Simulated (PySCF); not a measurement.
Run record for `Cc1ncn(C)c1C`: PBE0/pcseg-1, full TDDFT, 6 singlets.

Method: TDDFT PBE0/pcseg-1, vertical, gas phase, core orbitals frozen in the response (PySCF 2.14.0, density-fitted response routines). Geometry: GFN2-xTB. The input is one job of a driver script: a line of settings, then coordinates in Å.

Command:
```bash
OMP_NUM_THREADS=1 python probes_run.py task.json out
```

Input:
```
{"job": {"kind": "uv", "xc": "PBE0", "basis": "pcseg-1", "nstates": 6, "ntriplets": 5, "tda": false}, "charge": 0, "multiplicity": 1}
C     -2.487147     0.840267     0.107324
C     -1.003323     0.831738    -0.020777
N     -0.298368     1.986977    -0.184315
C      0.954180     1.637088    -0.261799
N      1.118213     0.297089    -0.157681
C      2.349134    -0.435686    -0.199213
C     -0.140731    -0.235939    -0.001213
C     -0.379703    -1.694287     0.147824
H     -2.797006     0.412855     1.060434
H     -2.835702     1.866828     0.050252
H     -2.948941     0.263770    -0.693627
H      1.773286     2.316141    -0.393501
H      3.175463     0.261662    -0.328720
H      2.347821    -1.143933    -1.031668
H      2.496617    -0.992647     0.729475
H     -0.018421    -2.242014    -0.723806
H      0.130928    -2.087623     1.028055
H     -1.445059    -1.875970     0.254635
```

Problem. What does the run print?

Solution. 
```
coarse grid: 14840 points
cycle   1  E = -343.5912140204  dE =  1.375e+00  |g| = 4.494e-01  |ddm| = 4.363e+00
cycle   2  E = -343.5195169574  dE =  7.170e-02  |g| = 7.330e-01  |ddm| = 1.412e+00
cycle   3  E = -343.6433755779  dE = -1.239e-01  |g| = 1.214e-01  |ddm| = 8.719e-01
cycle   4  E = -343.6465804509  dE = -3.205e-03  |g| = 3.567e-02  |ddm| = 1.403e-01
cycle   5  E = -343.6468583237  dE = -2.779e-04  |g| = 1.249e-02  |ddm| = 5.404e-02
cycle   6  E = -343.6468948086  dE = -3.648e-05  |g| = 3.486e-03  |ddm| = 1.667e-02
cycle   7  E = -343.6468977009  dE = -2.892e-06  |g| = 6.729e-04  |ddm| = 3.697e-03
final grid: 142952 points
cycle   8  E = -343.6913618968  dE = -4.118e-05  |g| = 7.730e-03  |ddm| = 4.078e-02
cycle   9  E = -343.6913610808  dE =  8.160e-07  |g| = 8.159e-03  |ddm| = 1.718e-02
cycle  10  E = -343.6913775139  dE = -1.643e-05  |g| = 9.714e-04  |ddm| = 8.465e-03
cycle  11  E = -343.6913777111  dE = -1.972e-07  |g| = 2.327e-04  |ddm| = 1.032e-03
cycle  12  E = -343.6913777187  dE = -7.625e-09  |g| = 1.417e-04  |ddm| = 3.598e-04
cycle  13  E = -343.6913777231  dE = -4.370e-09  |g| = 1.729e-05  |ddm| = 1.389e-04
cycle  14  E = -343.6913777232  dE = -5.866e-11  |g| = 7.947e-06  |ddm| = 2.261e-05
converged SCF energy = -343.6913777232

Static polarisability (au): isotropic 74.255, principal 48.730 82.869 91.165

Singlet excitations
state   eV       nm        f      main configurations
  1   6.0004    206.6   0.00140   H->L+1 0.99
  2   6.2517    198.3   0.17139   H->L 0.94
  3   6.6406    186.7   0.00227   H-1->L 0.97
  4   6.8613    180.7   0.00024   H->L+2 0.99
  5   7.0199    176.6   0.01746   H->L+3 0.59, H-2->L 0.38
  6   7.1930    172.4   0.00191   H->L+4 0.99

Triplet excitations (Tamm-Dancoff, eV): 4.3798 5.6762 5.9462 5.9590 6.0948
```

The SCF starts on a coarse grid where the log names one; the energy can jump when the final grid takes over, and dE then counts from the start density on the new grid. H and L stand for HOMO and LUMO; the number after each pair is its weight.

Problem. Give S1 in cm⁻¹ and kJ/mol.

Solution. 6.0004 eV × 8065.54 = 48396 cm⁻¹; × 96.485 = 579.0 kJ/mol.

Problem. Which computed singlet has the largest oscillator strength, and what do all of them sum to?

Solution. State 2 at 6.25 eV (198 nm), f = 0.171; the 6 states sum to 0.195.

In short: SCF converged in 14 cycles with 162 basis and 846 fitting functions; HOMO -5.97 eV, LUMO 0.95 eV; lowest singlet 6.00 eV; lowest triplet 4.38 eV (Tamm–Dancoff); mean polarisability 74.3 au.

Hardware: one thread of an Arm Neoverse V1 (shared host). Cost: 24 s of wall time, 0.73 GiB resident at most.
